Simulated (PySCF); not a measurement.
## Radial density of Ge²⁺ (germanium, charge +2)

UHF, [Ar] 3d9 4s2 5s1, high-spin 3D determinant (an excited configuration). Computed with PySCF 2.14 in x2c-QZVPPall with one added diffuse shell each of s, p, d, f type (12s9p6d5f1g, 113 functions), with scalar relativity by spin-free X2C-1e.

| r (bohr) | 4πr²ρ (e/bohr) | 4πr²(ρα − ρβ) |
| --- | --- | --- |
| 0.000797 | 0.2811 | 0.0000 |
| 0.00134 | 0.7057 | 0.0001 |
| 0.00225 | 1.735 | 0.0003 |
| 0.00379 | 4.119 | 0.0007 |
| 0.00638 | 9.202 | 0.0015 |
| 0.0107 | 18.51 | 0.0028 |
| 0.0180 | 31.17 | 0.0043 |
| 0.0303 | 39.35 | 0.0038 |
| 0.0510 | 34.60 | 0.0010 |
| 0.0858 | 33.70 | 0.0179 |
| 0.144 | 45.88 | 0.1415 |
| 0.243 | 29.47 | 0.6121 |
| 0.409 | 25.49 | 1.4395 |
| 0.687 | 22.68 | 1.1943 |
| 1.16 | 5.420 | 0.3825 |
| 1.94 | 1.416 | 0.0261 |
| 3.27 | 0.3575 | 0.2268 |
| 5.50 | 0.1807 | 0.1802 |
| 9.25 | 0.003758 | 0.0038 |

Densities and radii are taken from the X2C orbitals without a picture-change correction, which distorts them close to the nucleus.

The outer electron is Rydberg-like, and this basis confines it to a smaller radius and binds it less than a complete one would.
